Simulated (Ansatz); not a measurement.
```xyz
10

C    -0.869   -0.238   -1.508
N    -0.123   -0.019   -0.329
Mo    0.713    0.213    1.100
F     2.297    1.055    0.620
F     1.739   -1.323    1.252
F     0.154    1.890    1.658
Cl   -0.717   -0.687    2.643
H    -1.086    0.718   -1.992
H    -1.809   -0.735   -1.250
H    -0.301   -0.875   -2.192
```

Charge 0, multiplicity 1. Mo takes the def2 core potential.

Q: List the r2SCAN/def2-TZVPP orbital energies in eV (the Gaussian-basis code of Ansatz). (Estimate.)

A: Computed: Occupied: -2753.38, -666.26, -666.26, -666.21, -387.45, -275.39, -254.78, -193.27, -193.20, -193.19, -72.67, -45.91, -45.80, -45.62, -30.80, -30.41, -30.13, -23.93, -21.06, -17.93, -13.27, -12.89, -12.88, -12.76, -12.20, -11.86, -11.74, -11.30, -10.69, -10.57, -10.42, -9.87, -9.51, -9.05, -8.38, -8.17, -7.94. Lowest empty: -4.77, -3.16, -2.86, -2.27, -0.89, 0.17, 1.12, 1.54.
